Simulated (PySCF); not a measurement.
CH9NSi4, SMILES [Si@@H]1([SiH3])[SiH2]N=C[SiH2]1. Coordinates come from a PBE0-D3(BJ)/def2-SVP optimisation. The structure was generated by enumeration; whether it is a known compound was not checked.

Computed equilibrium geometry at PBE0-D3(BJ)/def2-SVP (PySCF confirms it by a frequency run) as bond lengths and angles:
Atoms: Si1 Si2 Si3 C4 N5 Si6 H7 H8 H9 H10 H11 H12 H13 H14 H15. Bonds (Å): Si1–Si2 2.335, Si1–H7 1.495, Si1–H8 1.496, Si1–H9 1.495, Si2–Si3 2.344, Si2–Si6 2.366, Si2–H10 1.495, Si3–C4 1.937, Si3–H11 1.496, Si3–H12 1.497, C4–N5 1.270, C4–H13 1.111, N5–Si6 1.775, Si6–H14 1.492, Si6–H15 1.493. Bond angles (°): Si2–Si1–H7 111.6, Si2–Si1–H8 107.6, Si2–Si1–H9 111.1, H7–Si1–H8 108.9, H7–Si1–H9 108.8, H8–Si1–H9 108.8, Si1–Si2–Si3 110.9, Si1–Si2–Si6 112.3, Si1–Si2–H10 113.9, Si3–Si2–Si6 90.1, Si3–Si2–H10 113.0, Si6–Si2–H10 114.5, Si2–Si3–C4 98.9, Si2–Si3–H11 115.6, Si2–Si3–H12 114.8, C4–Si3–H11 109.8, C4–Si3–H12 109.1, H11–Si3–H12 108.1, Si3–C4–N5 124.5, Si3–C4–H13 117.9, N5–C4–H13 117.6, C4–N5–Si6 122.9, Si2–Si6–N5 103.6, Si2–Si6–H14 114.3, Si2–Si6–H15 113.5, N5–Si6–H14 108.3, N5–Si6–H15 107.8, H14–Si6–H15 108.9.
Charge 0, spin multiplicity 1.
